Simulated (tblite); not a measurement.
Compound: C₇H₁₅NP (charge +1).
Geometry (GFN2-xTB, Å), atoms numbered from 1 in this order:
```
atom  x, y, z in Å
C1     2.9443    0.8942   -0.3917
C2     1.8253    0.3357   -0.8140
C3     0.8672   -0.3882    0.0806
C4     0.3498   -1.7257   -0.4693
C5    -0.9180   -2.0812    0.3068
C6    -1.8475   -0.8617    0.2466
P7    -0.6848    0.5557    0.3546
C8    -1.0285    1.8364   -0.8664
N9    -0.5711    1.3303    1.8032
H10    3.2454    0.8652    0.6423
H11    3.6118    1.3968   -1.0687
H12    1.5556    0.3657   -1.8611
H13    1.3227   -0.5301    1.0680
H14    1.1080   -2.5006   -0.3668
H15    0.1164   -1.6237   -1.5312
H16   -0.6602   -2.3063    1.3435
H17   -1.4039   -2.9599   -0.1140
H18   -2.3763   -0.8213   -0.7070
H19   -2.5855   -0.8494    1.0489
H20   -1.0277    1.4031   -1.8649
H21   -2.0042    2.2811   -0.6704
H22   -0.2553    2.6012   -0.7968
H23   -0.3211    0.7767    2.6135
H24   -1.2740    2.0258    2.0218
```

Method: GFN2-xTB as coded in tblite; computed harmonic values from a numerical Hessian at the method's own geometry, unscaled. The method is semi-empirical: single wavenumbers can be off by several per cent or more. One conformer, not necessarily the lowest.

Harmonic wavenumbers (cm⁻¹): 44.2, 52.2, 141.1, 165.3, 184.3, 203.0, 228.5, 251.8, 266.5, 288.0, 328.7, 377.3, 463.8, 506.3, 540.2, 602.1, 672.1, 723.9, 770.4, 789.4, 830.7, 851.8, 880.3, 900.2, 914.1, 930.9, 940.3, 959.2, 970.7, 1015.1, 1020.4, 1066.2, 1088.9, 1110.3, 1147.5, 1171.1, 1199.3, 1224.1, 1234.0, 1290.1, 1306.0, 1308.3, 1322.3, 1388.8, 1394.3, 1401.9, 1412.6, 1416.5, 1473.8, 1480.9, 1702.4, 2905.3, 2973.6, 2979.6, 2987.9, 2992.3, 2993.9, 3001.8, 3015.3, 3023.3, 3028.1, 3064.4, 3111.0, 3148.6, 3379.3, 3412.0.

A = 1662, B = 1282, C = 942.2 MHz; mass 144.094 u (most abundant isotopes); point group C1, symmetry number 1.

Problem. What is the zero-point energy?

Solution. Half the sum of the wavenumbers: 44984 cm⁻¹ = 538.13 kJ/mol.

Problem. Entropy at 500 K, 1 bar (ideal gas, RRHO, classical rotation)?

Solution. Translation 181.59, rotation 129.71, vibration 249.09: S = 560.4 J/(mol K).

Problem. And Cp and H(500 K) − H(0)?

Solution. Cp = 291.98 J/(mol K), of which vibrations give 258.72 (their classical limit is 66 R = 548.8); H(500 K) − H(0) = 82.15 kJ/mol without the zero-point energy, 65.52 from vibrations.

Problem. What must be added to the electronic energy to get the Gibbs energy at 500 K and 1 bar?

Solution. ZPE + [H(500 K) − H(0)] − T·S = 538.13 + 82.15 − 280.20 = 340.08 kJ/mol.

Problem. How do the functions run with temperature in this model?

Solution. 
```
 T (K)  S (J/(mol K))  Cp (J/(mol K))  H − H(0) (kJ/mol)  G − H(0) (kJ/mol)  ln q(vib)
   150          336.1           111.8              10.57             -39.85       3.33
   250          405.2           164.1              24.31             -76.99       6.37
298.15          436.4           191.1              32.86             -97.25       7.86
   400          500.4           246.0              55.18            -144.98      11.04
   600          617.1           329.5             113.29            -256.95      17.34
   900          767.0           408.9             225.04            -465.28      26.39
```

q(vib) and H(0) count from the zero-point level.

Problem. Blend soft modes into free rotors: weight 1/[1 + (100 cm⁻¹/ν̃)⁴] for the oscillator and the rest for a rotor with moment μB/(μ + B), μ = h/(8π²ν), B = 10⁻⁴⁴ kg m². What vibrational entropy results?

Solution. 233.34 J/(mol K) in place of 249.09, which changes −T·S at 500 K by +7.88 kJ/mol.

Problem. Which modes carry the vibrational entropy at 500 K?

Solution. 44.2 cm⁻¹: 25.47; 52.2 cm⁻¹: 24.08; 141.1 cm⁻¹: 15.87; 165.3 cm⁻¹: 14.57; 184.3 cm⁻¹: 13.68; 203.0 cm⁻¹: 12.90 J/(mol K); the other 60 give 142.52 together.

Hindered rotation and anharmonicity are outside this model. Other conformers, if any are populated, would add a mixing term that is left out. The structure is chiral; the term R ln 2 for an equal mix with its mirror image is left out.
